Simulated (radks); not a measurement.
The numbers below are computed, except where a source is named.
Ionisation of the niobium ion Nb2+, [Kr] 4d3, to Nb3+, [Kr] 4d2, under several functionals. Dirac Kohn-Sham, spin-unpolarised, spherical densities, point nucleus; open shells fill j = l - 1/2 first; a radial shooting solver on a logarithmic mesh with Libxc functionals. Known Delta-SCF values: SOGGA 24.673 eV; PBE 24.800 eV; LDA (Slater exchange, Perdew-Wang correlation) 25.010 eV. What does exchange-only PBE give, and what is its highest occupied eigenvalue?

Answer. 23.800 eV by Delta-SCF; the 4d3/2 eigenvalue is -18.220 eV. NIST: 25.040 eV (semi-empirical).

Beside tabulated values, note that spin-unpolarised runs miss the spin-polarisation part of the exchange energy of open shells.
